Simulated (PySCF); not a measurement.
# Dipole response of F (fluorine, neutral)

[He] 2s2 2p5, 2P determinant. Computed with PySCF 2.14 in dyall-av2z (11s7p2d, 42 functions), with no relativity, point nucleus. Coupled (time-dependent) response in atomic units; α is the mean over directions. A double-zeta set is small for polarisabilities.

```json
{"method": "UHF", "mean α (bohr³)": "2.696", "α xx, yy, zz": "2.531, 2.779, 2.779", "C₆ (like pair)": "6.813", "S(−4)": "2.959"}
{"method": "PBE", "mean α (bohr³)": "3.165", "α xx, yy, zz": "2.809, 3.344, 3.344", "C₆ (like pair)": "8.092", "S(−4)": "5.560"}
{"method": "PBE0", "mean α (bohr³)": "2.997", "α xx, yy, zz": "2.716, 3.137, 3.137", "C₆ (like pair)": "7.654", "S(−4)": "4.447"}
{"method": "M06-L", "mean α (bohr³)": "3.000", "α xx, yy, zz": "2.747, 3.127, 3.127", "C₆ (like pair)": "7.726", "S(−4)": "4.383"}
{"method": "BHandHLYP", "mean α (bohr³)": "2.865", "α xx, yy, zz": "2.633, 2.981, 2.981", "C₆ (like pair)": "7.258", "S(−4)": "3.824"}
```

S(−4) is the Cauchy moment in α(ω) = α(0) + S(−4) ω² + …

Reference α: 3.74 ± 0.08 bohr³ (recommended; Schwerdtfeger and Nagle, table of static dipole polarizabilities (2023 update)). Published C₆: 9.520 (Chu and Dalgarno (2004); Tang, Norbeck and Certain (1976)).

α(iu) at UHF:

| u (hartree) | α(iu) (bohr³) |
| --- | --- |
| 0 | 2.696 |
| 0.0500 | 2.689 |
| 0.100 | 2.667 |
| 0.200 | 2.587 |
| 0.300 | 2.473 |
| 0.500 | 2.204 |
| 0.750 | 1.877 |
| 1.00 | 1.593 |
| 1.50 | 1.152 |
| 2.00 | 0.8476 |
| 3.00 | 0.4957 |
| 5.00 | 0.2222 |

A single London oscillator, α(iu) = α/(1 + u²/ω²), gives C₆ = (3/4) ω α². Matching the computed C₆ needs ω = 4 × 6.813 / (3 × 2.696²) = 1.25 hartree.

The components differ because the open shell of this determinant is not spherical; for a pure term their mean is the scalar polarisability.
